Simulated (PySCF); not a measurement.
BiF2, SMILES [F][Bi+][F] (connectivity only; charge and spin as stated), charge +1, multiplicity 1.

Geometry: r2SCAN-D4/def2-TZVP. The spin state was assumed, not searched. The isomer is the one that the SMILES or the coordinates give; other isomers of the formula were not compared. The def2 effective core potentials stand for the cores of Bi; spin–orbit coupling is left out.

Method: M06-2X/def2-TZVPD run with PySCF.

Gas-phase values at a fixed geometry.

Computed frontier levels, gap, dipole moment and polarisability:
| Property | Value |
|---|---|
| highest occupied level | -18.75 eV |
| lowest empty level | -9.78 eV |
| orbital gap | 8.97 eV |
| dipole moment about the centre of nuclear charge | 4.71 D |
| mean static polarisability | 28.4 bohr³ (4.21 Å³) |
| polarisability, principal values | 21.8, 30.2, 33.3 bohr³ |
